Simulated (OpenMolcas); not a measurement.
Co2+ among 4 point charges of -1.25 e arranged as a square (D4h), 2.13 Å from the ion.

| Quantity | Value |
| --- | --- |
| Program | OpenMolcas 26.06 |
| Method | SS-CASPT2, IPEA 0.25 Eh, imaginary shift 0.1 Eh (closed shells correlated: 3s 3p) |
| Basis | ANO-RCC-VDZP [5s4p2d1f] |
| Scalar Hamiltonian | DKH2, point nucleus |
| Active space | 7 electrons in 5 orbitals (3d) |
| State averaging | 2S+1 = 4 even, 10 roots; 2S+1 = 2 even, 40 roots |
| Spin-orbit coupling | RASSI with atomic mean-field integrals over the reference wave functions |

Q: What is the spin-free ground state (labels of D4, the rotations of D4h)?

A: 4E, 2-fold in its orbital part, 96 % from free-ion F terms; it has the highest spin that d7 allows.

Q: Where is the first state of the same spin?

A: 4A2 at 131 cm-1 above the ground state. The two act as a nearly degenerate pair, with unquenched orbital momentum.

Q: What are the lowest two levels with spin-orbit coupling?

A: A 2-fold level E1/2 with g = 1.50, 6.51, 6.51, then a 2-fold level E3/2 110 cm-1 above it. Their leading multiplicities are 4 (100 %) and 4 (100 %).

Q: What is χT at 300 K, and how does it compare with the textbook value?

A: The lowest level has 2S+1 = 4, for which the spin-only value is χT = S(S+1) / 2 = 1.875 cm3 K/mol (g = 2). The computed 4.778 at 300 K differs by +2.903, through orbital momentum, spin-orbit coupling and any other state in reach.

Spin-orbit coupling mixes the spin-free states strongly: the lowest level takes only 51 % from its leading state, 4E. An orbital doublet at a regular site is open to a Jahn-Teller distortion, which this geometry leaves out. The ground term spreads over less than 5000 cm-1, several times less than with real ligands, so orbital moments are less quenched and χT lies further from the spin-only value than at real sites. Free-ion shares, where given, are those of the reference states; single-state CASPT2 does not remix them. Point charges carry no covalency, so the field is a model and not that of real ligands. No measured value stands beside these numbers.
